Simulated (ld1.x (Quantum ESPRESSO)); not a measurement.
# What one change does to a pseudopotential (Mg, RRKJ)

- Element: Mg (Z = 12)
- Generator: ld1.x (Quantum ESPRESSO) 7.5
- Type: norm-conserving RRKJ (Kleinman–Bylander form)
- Functional: LDA (PZ)
- Relativity: scalar-relativistic
- Frozen core: [He] 2s2
- Valence charge: 8
- Reference configuration: 2p6 3s1 3p0 (charge +1)
- Partial waves: 3s (bound): rc 1.95 bohr; 2p (bound): rc 0.90 bohr
- Local potential: the p channel
- Core correction: a·sin(br)/r model core, default radius (core density twice the valence density)
- rho0: 0.005

All-electron outer shells of the reference configuration (LDA (PZ), scalar-relativistic, ld1.x):

```tsv
shell	level (eV)	outermost node (bohr)	outermost maximum (bohr)
2p	-55.81	–	0.48
3s	-11.53	0.90	2.35
3p	-7.16	0.94	2.90
```

Change: all radii but the core radius scaled by about 1.36 (s 2.66, p 1.22 bohr).

Cutoffs: the cutoffs (Ry, on a coarse ladder) from which the occupation-weighted sum of valence levels, in a spherical-Bessel basis at the reference potential, stays within 10 and 1 mRy of its value at 400 Ry; they do not see the model core or the augmentation charge, which bear on the density cutoff. Errors are all-electron minus pseudo energies relative to the spin-unpolarised reference configuration.

Q: How do hardness, ghosts and transferability respond?

A: Both files keep a bound ghost (s); of the 9 tests that both files solve, the error grows in 4 and shrinks in 5 by more than 15 % and 0.3 meV (median size 4.4 → 6.1 meV).

```csv
quantity,base,changed
"cutoff, loose",200 Ry,120 Ry
"cutoff, tight",over 300 Ry,230 Ry
loose cutoff by channel (10 mRy a level),"s 18 Ry, p 160 Ry","s 15 Ry, p 100 Ry"
bound ghosts,s,s
"error for 2p6 3s2 3p0, meV [ΔE -8.07 eV]",+4.4,+2.4
"error for 2p6 3s0 3p0, meV [ΔE 15.05 eV]",+2.5,-6.1
"error for 2p6 3s1.5 3p0, meV [ΔE -4.88 eV]",+1.4,+0.6
"error for 2p6 3s0 3p1, meV [ΔE 4.39 eV]",-47,-200
"error for 2p6 3s0 3p2, meV [ΔE -0.80 eV]",-62,-256
"error for 2p6 3s1 3p1, meV [ΔE -4.55 eV]",-24,-103
"error for 2p5 3s2 3p0, meV [ΔE 50.57 eV]",-655,-428
"error for 2p6 3s1 3p0 (spin-polarised), meV [ΔE -0.32 eV]",+2.0,-1.3
"error for 2p6 3s1.5 3p0 (spin-polarised), meV [ΔE -4.94 eV]",+1.9,+0.5
```

 A true bound ghost makes a file unfit for plane-wave use even where its test errors are small: the radial tests pick states by their node count and pass the ghost by.
